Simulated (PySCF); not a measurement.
C3H6OSi, SMILES [SiH3][C@@H]1C=CO1.

Geometry optimised at PBE0-D3(BJ)/def2-SVP. The structure was generated by enumeration; whether it is a known compound was not checked.

Calculation: PBE0-D3(BJ)/def2-SVP run with PySCF.

Frequencies are harmonic and unscaled.

```json
[
 {"mode": "1", "ν (cm⁻¹)": "166", "IR (km/mol)": "0.1", "moving atoms (share of kinetic energy)": "H 68 %, C 25 %"},
 {"mode": "2", "ν (cm⁻¹)": "181", "IR (km/mol)": "0.5", "moving atoms (share of kinetic energy)": "H 36 %, C 34 %, Si 18 %, O 11 %"},
 {"mode": "3", "ν (cm⁻¹)": "217", "IR (km/mol)": "1.8", "moving atoms (share of kinetic energy)": "H 41 %, C 28 %, O 25 %"},
 {"mode": "4", "ν (cm⁻¹)": "489", "IR (km/mol)": "36.0", "moving atoms (share of kinetic energy)": "C 34 %, Si 24 %, O 21 %, H 21 %"},
 {"mode": "5", "ν (cm⁻¹)": "557", "IR (km/mol)": "25.5", "moving atoms (share of kinetic energy)": "H 72 %, Si 15 %, C 11 %"},
 {"mode": "6", "ν (cm⁻¹)": "633", "IR (km/mol)": "45.7", "moving atoms (share of kinetic energy)": "H 80 %, Si 12 %"},
 {"mode": "7", "ν (cm⁻¹)": "707", "IR (km/mol)": "48.1", "moving atoms (share of kinetic energy)": "H 81 %, C 14 %"},
 {"mode": "8", "ν (cm⁻¹)": "806", "IR (km/mol)": "23.4", "moving atoms (share of kinetic energy)": "C 49 %, H 38 %"},
 {"mode": "9", "ν (cm⁻¹)": "889", "IR (km/mol)": "21.0", "moving atoms (share of kinetic energy)": "H 65 %, C 34 %"},
 {"mode": "10", "ν (cm⁻¹)": "908", "IR (km/mol)": "176.4", "moving atoms (share of kinetic energy)": "H 76 %, C 8 %, Si 8 %"},
 {"mode": "11", "ν (cm⁻¹)": "920", "IR (km/mol)": "23.6", "moving atoms (share of kinetic energy)": "H 58 %, O 23 %, C 16 %"},
 {"mode": "12", "ν (cm⁻¹)": "938", "IR (km/mol)": "39.1", "moving atoms (share of kinetic energy)": "H 56 %, C 24 %, O 19 %"},
 {"mode": "13", "ν (cm⁻¹)": "944", "IR (km/mol)": "53.8", "moving atoms (share of kinetic energy)": "H 93 %"},
 {"mode": "14", "ν (cm⁻¹)": "960", "IR (km/mol)": "27.7", "moving atoms (share of kinetic energy)": "H 62 %, C 35 %"},
 {"mode": "15", "ν (cm⁻¹)": "985", "IR (km/mol)": "7.7", "moving atoms (share of kinetic energy)": "C 56 %, H 31 %, O 11 %"},
 {"mode": "16", "ν (cm⁻¹)": "1073", "IR (km/mol)": "57.8", "moving atoms (share of kinetic energy)": "H 61 %, C 23 %, O 16 %"},
 {"mode": "17", "ν (cm⁻¹)": "1145", "IR (km/mol)": "8.8", "moving atoms (share of kinetic energy)": "H 63 %, C 23 %, O 13 %"},
 {"mode": "18", "ν (cm⁻¹)": "1186", "IR (km/mol)": "9.7", "moving atoms (share of kinetic energy)": "H 63 %, C 31 %"},
 {"mode": "19", "ν (cm⁻¹)": "1241", "IR (km/mol)": "14.3", "moving atoms (share of kinetic energy)": "C 58 %, H 36 %"},
 {"mode": "20", "ν (cm⁻¹)": "1320", "IR (km/mol)": "17.0", "moving atoms (share of kinetic energy)": "C 45 %, H 41 %, O 14 %"},
 {"mode": "21", "ν (cm⁻¹)": "1642", "IR (km/mol)": "12.6", "moving atoms (share of kinetic energy)": "C 88 %, H 12 %"},
 {"mode": "22", "ν (cm⁻¹)": "2230", "IR (km/mol)": "90.0", "moving atoms (share of kinetic energy)": "H 98 %"},
 {"mode": "23", "ν (cm⁻¹)": "2241", "IR (km/mol)": "100.0", "moving atoms (share of kinetic energy)": "H 97 %"},
 {"mode": "24", "ν (cm⁻¹)": "2259", "IR (km/mol)": "80.9", "moving atoms (share of kinetic energy)": "H 96 %"},
 {"mode": "25", "ν (cm⁻¹)": "3100", "IR (km/mol)": "6.6", "moving atoms (share of kinetic energy)": "H 92 %"},
 {"mode": "26", "ν (cm⁻¹)": "3246", "IR (km/mol)": "3.2", "moving atoms (share of kinetic energy)": "H 91 %, C 9 %"},
 {"mode": "27", "ν (cm⁻¹)": "3316", "IR (km/mol)": "1.9", "moving atoms (share of kinetic energy)": "H 90 %, C 10 %"}
]
```
